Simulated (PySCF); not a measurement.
Point-charge models of `C[C@@]12CC[C@@](Cl)(CC1=O)C2` against its computed dipole.

Coordinates (GFN2-xTB, Å) and charges (e) from the PBE0/pcSseg-1 density (PySCF):

| atom | x | y | z | Mulliken | IAO | Hirshfeld | ESP-fitted |
| --- | --- | --- | --- | --- | --- | --- | --- |
| C1 | 2.062 | -0.914 | 0.492 | -0.0615 | -0.4226 | -0.1198 | -0.6140 |
| C2 | 0.711 | -0.341 | 0.124 | -0.7399 | -0.0130 | +0.0099 | +0.2724 |
| C3 | 0.743 | 1.098 | -0.452 | -0.0735 | -0.2656 | -0.0625 | -0.0245 |
| C4 | -0.707 | 1.594 | -0.296 | -0.0464 | -0.2707 | -0.0781 | -0.3258 |
| C5 | -1.411 | 0.368 | 0.294 | -0.5105 | +0.0470 | +0.0454 | +0.1640 |
| Cl6 | -2.972 | 0.747 | 1.052 | -0.0719 | -0.1120 | -0.0653 | -0.1397 |
| C7 | -1.506 | -0.708 | -0.784 | -0.0265 | -0.3307 | -0.0882 | -0.6437 |
| C8 | -0.051 | -1.118 | -0.942 | +0.3417 | +0.3864 | +0.1702 | +0.7077 |
| O9 | 0.404 | -1.867 | -1.759 | -0.3418 | -0.4020 | -0.2324 | -0.5295 |
| C10 | -0.347 | -0.205 | 1.227 | +0.0696 | -0.2690 | -0.0805 | -0.4948 |
| H11 | 1.945 | -1.898 | 0.938 | +0.1155 | +0.1471 | +0.0437 | +0.1641 |
| H12 | 2.673 | -1.015 | -0.403 | +0.1268 | +0.1556 | +0.0442 | +0.1424 |
| H13 | 2.575 | -0.267 | 1.200 | +0.1106 | +0.1404 | +0.0427 | +0.1658 |
| H14 | 1.076 | 1.101 | -1.489 | +0.1333 | +0.1454 | +0.0429 | +0.0353 |
| H15 | 1.436 | 1.706 | 0.128 | +0.1338 | +0.1450 | +0.0470 | +0.0608 |
| H16 | -0.770 | 2.433 | 0.396 | +0.1357 | +0.1494 | +0.0397 | +0.1245 |
| H17 | -1.155 | 1.900 | -1.241 | +0.1290 | +0.1433 | +0.0422 | +0.1376 |
| H18 | -1.937 | -0.361 | -1.723 | +0.1520 | +0.1651 | +0.0543 | +0.2196 |
| H19 | -2.090 | -1.566 | -0.445 | +0.1646 | +0.1742 | +0.0552 | +0.2159 |
| H20 | -0.054 | 0.488 | 2.012 | +0.1285 | +0.1439 | +0.0461 | +0.1929 |
| H21 | -0.634 | -1.158 | 1.670 | +0.1307 | +0.1427 | +0.0434 | +0.1689 |

What dipole does each set of charges give (1 e·Å = 4.803 D), and what does the density give?

The full density gives (1.02, 1.51, 1.10) D, 2.12 D in size; dipole vectors point from the negative to the positive end.

```csv
scheme,μx,μy,μz,size (D),share of the full size (%),angle to the full dipole (°)
Mulliken,1.55,1.65,0.62,2.35,111,18
IAO,0.74,1.68,1.21,2.20,104,9
Hirshfeld,0.26,1.13,0.89,1.46,69,18
ESP-fitted,1.04,1.54,1.10,2.16,102,1
```

Which set comes closest?

Length of the difference vector: ESP-fitted 0.04 D, IAO 0.34 D, Mulliken 0.73 D, Hirshfeld 0.87 D. Closest: ESP-fitted. 

What is left for the Hirshfeld atoms' own dipoles?

The Hirshfeld atoms' densities add up to the full density, so μ = Σ q r + Σ (atomic dipoles). The atomic dipoles sum to (1.02, 1.51, 1.10) − (0.26, 1.13, 0.89) = (0.76, 0.38, 0.21) D, 0.87 D in size.

With the origin at the mean of the coordinates, (0.000, 0.001, 0.000) Å, which are the largest single terms, by size, of the Mulliken dipole along the direction of the full one?

O9 +3.35, C8 -2.14, H19 -1.85, H18 -1.51, H15 +1.26 D; all 21 atoms together +2.23 D. The single terms depend on the origin, their sum doesn't.

Give the size of the full dipole in other units.

2.12 D = 0.836 au = 0.442 e·Å = 7.09 × 10⁻³⁰ C·m.

Isolated species at its GFN2-xTB geometry, gas phase.

These values come from a run that also computed NMR shieldings. Hardware: one thread, Intel Xeon at 2.70 GHz (x86_64), shared host with 64 logical CPUs at a one-minute load of 62. Cost: 97 s, 1.1 GiB resident at most.
